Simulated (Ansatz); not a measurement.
## An elementary step

Start structure (Si2H6ClOF3, closed shell), relaxed at PBE0-D4/def2-TZVP:

Si1  (-0.790, 1.393, -1.291)
Si2  (1.024, -2.361, 0.547)
F3  (-1.252, 0.878, -2.718)
F4  (-0.719, 0.075, -0.403)
O5  (-1.842, 2.452, -0.685)
H6  (0.857, 0.685, 1.972)
Cl7  (0.787, 1.970, 1.999)
H8  (0.527, 2.016, -1.400)
F9  (1.046, -1.265, 1.730)
H10  (1.850, -3.500, 1.010)
H11  (-0.376, -2.780, 0.327)
H12  (1.612, -1.746, -0.662)
H13  (-2.724, 2.183, -0.424)
(Å)

The step: SiH₂OF₂ ([OH][SiH]([F])[F]) + SiH₃F ([F][SiH3]) + HCl → SiHClOF₂ ([OH][Si]([F])([F])[Cl]) + SiH₄ + HF; bonds formed: Si1–Cl7, Si2–H8, H6–F9; bonds broken: Si1–H8, Si2–F9, H6–Cl7. Ansatz 0.2.0; basis: def2-TZVPP and def2-QZVPP; cores frozen in the correlated methods. Extrapolation: Hartree–Fock as exp(−7.88 √X), correlation as X^−2.97. Energies below are by CCSD(T) at an estimated basis limit (MP2 extrapolated from triple and quadruple zeta, plus CCSD(T) − MP2 in triple zeta).

**Question.** What are the electronic barrier and the energy of the step, from the start structure to the end structure? (To be estimated.)

**Answer.** Computed: Barrier 2.361 eV; step energy 0.433 eV (uphill); reverse barrier, their difference, 1.928 eV. Barrier and step energy count from the start structure, the reverse barrier from the end structure.

The saddle point: One imaginary mode of 366i cm⁻¹.
| pair | start (Å) | saddle (Å) | end (Å) |
| --- | --- | --- | --- |
| Si1–Cl7 | 3.69 | 2.30 | 2.02 |
| Si2–H8 | 4.82 | 1.70 | 1.49 |
| H6–F9 | 1.97 | 1.06 | 0.93 |
| Si1–H8 | 1.46 | 1.61 | 3.84 |
| Si2–F9 | 1.61 | 1.96 | 3.27 |
| H6–Cl7 | 1.29 | 1.64 | 2.34 |

Zero-point energy (harmonic, PBE0-D4): ZPE is 1.783 eV at the start and 1.838 eV at the saddle, so the barrier goes from 2.361 to 2.416 eV.

No T1 diagnostic of these runs exceeds 0.012.

Labels in which every atom is bracketed show which atoms are joined, not bond orders.

For scale, one of the runs: CCSD(T)/def2-TZVPP, 334 basis functions, launched by `ansatz run in.yaml --threads 4 --pin off --events-out ev --progress --plain --max-ram 66560MiB --backend cuda --devices 0, --max-vram 37GiB`. Time: 9 s of wall clock on 4 CPU threads of an AMD EPYC 7R13 and a share of one NVIDIA H100; the host was shared. Peak host memory: 0.86 GiB.
